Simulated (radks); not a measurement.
Charge is removed step by step from the 4s1/2 level of the osmium ion Os+, starting from [Xe] 4f14 5d6 6s1. Method: Dirac Kohn-Sham, PBE, spin-unpolarised, spherical densities, point nucleus; open shells are shared between the two j in proportion to 2j + 1; computed with a radial shooting solver on a logarithmic mesh with Libxc functionals.

removed (e),E - E(0) (eV),eigenvalue (eV),E minus straight line (eV)
0,0.000,-638.44,0.000
0.25,160.42,-644.96,-2.523
0.5,322.50,-651.67,-3.393
0.75,486.27,-658.54,-2.566
1,651.78,-665.57,0.000

Removing the whole electron costs 651.78 eV by Delta-SCF, against 638.44 eV from minus the eigenvalue at the starting occupation. Slater's transition state (half an electron removed) gives 651.67 eV. Integrating minus the eigenvalue over the occupation (Janak's theorem) gives 651.78 eV. The mean slope of the eigenvalue, de/dn, is 27.1 eV per electron.
